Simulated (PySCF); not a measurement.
Unrelated species, one level of theory. Theory: TDDFT wB97X-D/def2-SVPD, vertical, gas phase, core orbitals frozen in the response (PySCF). Geometries: GFN2-xTB; one conformer of each isolated species. Triplets are in the Tamm–Dancoff approximation.

Question: Rank by computed S1–T1 gap, highest first.
A. `O[Si@@H]1CC[C@H]1F`
B. `C=C(OC)[SiH2]F`
C. `C[SiH2]O/C=C/F`
D. `O=C(O)C(F)(F)F`

Answer: B (2.19 eV), C (2.07 eV), D (0.53 eV), A (0.39 eV).

```csv
SMILES,S1−T1 (eV),S1 (eV),T1 (eV),S1 mainly,T1 mainly,f(S1)
C=C(OC)[SiH2]F,2.19,6.49,4.30,H→L+1 (90%),H→L (93%),0.004
C[SiH2]O/C=C/F,2.07,6.31,4.24,H→L (62%),H→L+2 (92%),0.001
O=C(O)C(F)(F)F,0.53,5.75,5.22,H→L (98%),H→L (98%),0.001
O[Si@@H]1CC[C@H]1F,0.39,6.64,6.25,H→L (72%),H→L (51%),0.002
```

H and L stand for HOMO and LUMO. For `C=C(OC)[SiH2]F` and `C[SiH2]O/C=C/F` the leading configurations of S1 and T1 differ. Singlets come from full response and triplets from the Tamm–Dancoff approximation.
